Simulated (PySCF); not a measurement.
Compound: [(OH)2Al]2O.
Z-matrix (Å and degrees, PBE0-D3(BJ)/def2-SVP geometry), rows numbered from 1:
```
Al
O   1  1.6969
O   1  1.6951  2  118.37
O   1  1.6853  2  122.74  3  -179.96
Al  4  1.6913  1  168.56  2  -177.11
O   5  1.6948  4  122.19  1  -107.54
O   5  1.6946  4  122.61  1    74.16
H   2  0.9575  1  124.89  3   179.65
H   3  0.9581  1  122.85  2    -0.34
H   6  0.9569  5  124.27  4     1.88
H   7  0.9570  5  124.17  4    -3.24
```

Computed with PySCF 2.14.0, delta-SCF UKS SCAN, pcX-2 on the ionised atom, pcseg-1 elsewhere, spin-free X2C. The ground state was rerun for each ionised atom, in the same mixed basis as its hole state.

```csv
ionised atom,basis functions,E(ground) (Eh),E(ionised) (Eh)
O2,157,-864.65250,-844.87124
O4,157,-864.65545,-844.90921
Al1,168,-864.67320,-807.06067
```

Problem. What are the 1s binding energies?

Solution. E(ionised) − E(ground), at 27.2114 eV a hartree:

```
atom                environment  difference (Eh)  binding energy (eV)
  O2  oxygen bonded to Al and H         19.78126               538.28
  O4      oxygen bonded to 2 Al         19.74624               537.32
 Al1    aluminium bonded to 3 O         57.61253              1567.72
```

Problem. How much do the ground-state energies differ, and what would follow from using one of them for all holes?

Solution. They run from -864.6732 Eh (core basis on Al1) to -864.6525 Eh (on O2), 0.0207 Eh or 0.56 eV apart, though the state is the same; only basis and grid differ. Pairing the ion of O2 with the ground state of Al1 would put its binding energy 0.56 eV too high.

Only 1s holes are shown. One atom of each set of topologically equivalent atoms was ionised and stands for the set; in this conformer not all members are related by symmetry, and their own values weren't computed. The structure is a single PBE0-D3(BJ)/def2-SVP conformer in the gas phase; no vibrational or solvent corrections.
